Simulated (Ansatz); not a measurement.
Total energies of NiHg₅Te₄Cl₄, a doped nanocrystal cut from zinc blende HgTe (Ni for one cation, 4 Cl caps) from Ansatz at r2SCAN-D4/def2-TZVP, gas phase (1 Eh = 27.2114 eV = 2625.5 kJ/mol). The reference geometry is relaxed at r2SCAN-D4/def2-SVP.

```xyz
14

Te    1.7352   -0.2382   -2.9183
Te    0.1747    2.8767    1.1489
Te    0.7398   -2.1357    1.2024
Te   -3.3614   -0.4087   -1.1918
Ni    2.2646   -1.1646   -0.5816
Hg    1.1316    0.2800    2.4571
Hg    1.2498    1.8722   -1.1579
Hg   -0.9864   -0.3039   -2.5691
Hg   -1.9443    1.6423   -0.0294
Hg   -1.9196   -2.3274    0.4806
Cl    3.5874    0.2539    0.4385
Cl    1.9297    1.2391    4.4901
Cl   -1.1244    2.5185   -2.6904
Cl   -3.4766   -4.1042    0.9209
```

```tsv
state	geometry	energy (Eh)
charge 0 triplet	reference	-5189.89510
charge 1 quartet	reference	-5189.59661
charge -1 doublet	reference	-5190.02704
charge 0 singlet	relaxed at r2SCAN-D4/def2-SVP	-5189.89316
free Te atom (triplet)	–	-268.08831
free Ni atom (triplet)	–	-1508.25535
free Hg atom (singlet)	–	-153.58388
free Cl atom (doublet)	–	-460.11688
```

In the def2 sets Hg, Te take a core potential; there is no spin–orbit coupling. Single mean-field runs in def2-TZVP are fitted with def2-universal-jkfit.

Task: Work out the vertical ionisation energy to the quartet.

Result: E(charge 1 quartet) − E(charge 0 triplet) = -5189.59661 − (-5189.89510) = 0.29849 Eh = 8.12 eV. For comparison, −ε of the highest occupied level of the spin that leaves is 6.49 eV at this level, 1.63 eV less.

Task: Work out the vertical electron affinity, to the doublet.

Result: E(charge 0 triplet) − E(charge -1 doublet) = -5189.89510 − (-5190.02704) = 0.13194 Eh = 3.59 eV. The basis lacks diffuse functions, which makes affinities too small.

Task: Give the fundamental gap IE − EA, the Mulliken electronegativity (IE + EA)/2 and the hardness (IE − EA)/2.

Result: From the values in Eh: IE − EA = 0.29849 − 0.13194 = 0.16655 Eh = 4.53 eV; (IE + EA)/2 = 5.86 eV; (IE − EA)/2 = 2.27 eV.

Task: Which of the charge 0 states is lowest, and how far above it are the others?

Result: The triplet, but by less than the method's error, so the order isn't settled. singlet: -5189.89316 − (-5189.89510) = 0.00194 Eh = 5.1 kJ/mol. The singlet differs in its bonds from the reference.

Task: What is the binding energy per atom against free atoms?

Result: Atoms: 4 × (-268.08831) + 1 × (-1508.25535) + 5 × (-153.58388) + 4 × (-460.11688) = -5188.99551 Eh. Binding: -5188.99551 − (-5189.89510) = 0.89959 Eh = 24.48 eV, or 1.75 eV for each of 14 atoms (no zero-point energy, no counterpoise term).

At r2SCAN-D4/def2-TZVP the gap within one spin of the charge 1 quartet nearly closes, so an electron or hole may be smeared out by delocalisation error. The restricted singlet is unstable towards broken spin symmetry in Hartree–Fock (as tested in another run); at r2SCAN-D4/def2-TZVP this wasn't settled.
